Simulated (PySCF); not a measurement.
C₃H₆BN₃, SMILES CNB1N=CC=N1. Atoms are numbered in the order given.

```xyz
13

C     -0.3144     2.6010     0.0000
N      0.5949     1.4725     0.0000
B      0.2459     0.1338     0.0000
N     -1.1661    -0.3780     0.0000
C     -0.9925    -1.6444     0.0000
C      0.4909    -2.0193     0.0000
N      1.2450    -0.9871     0.0000
H     -0.1697     3.2350     0.8916
H     -0.1697     3.2350    -0.8916
H     -1.3458     2.2254     0.0000
H      1.5859     1.6993     0.0000
H     -1.8125    -2.3814     0.0000
H      0.8620    -3.0574     0.0000
```
Charge 0, spin multiplicity 1.

Geometry: B3LYP-D3(BJ)/def2-SVP. This is a generated structure with no PubChem entry under its InChIKey; it may be hypothetical. One conformer was computed; it need not be the lowest.

Computed with PySCF with B3LYP/pcSseg-1.

GIAO shieldings, no solvent; atoms listed in one row are averaged. δ = σ(ref) − σ: ¹³C against TMS (σ = 181.3 ppm); ¹⁵N against NH3 (σ = 265.5 ppm); ¹¹B against BF3 (σ = 86.3 ppm); ¹H against TMS (σ = 31.68 ppm), references at their B3LYP-D3(BJ)/def2-TZVP geometries, non-relativistic.

Computed chemical shifts:
| nucleus | atoms | count | δ (ppm) |
|---|---|---|---|
| ¹³C | C5, C6 | 2 | 182.8 |
| ¹³C | C1 | 1 | 35.3 |
| ¹⁵N | N7 | 1 | 416.9 |
| ¹⁵N | N4 | 1 | 408.2 |
| ¹⁵N | N2 | 1 | 126.0 |
| ¹¹B | B3 | 1 | 24.5 |
| ¹H | H12, H13 | 2 | 8.35 |
| ¹H | H11 | 1 | 4.80 |
| ¹H | H8, H9, H10 | 3 | 3.75 |
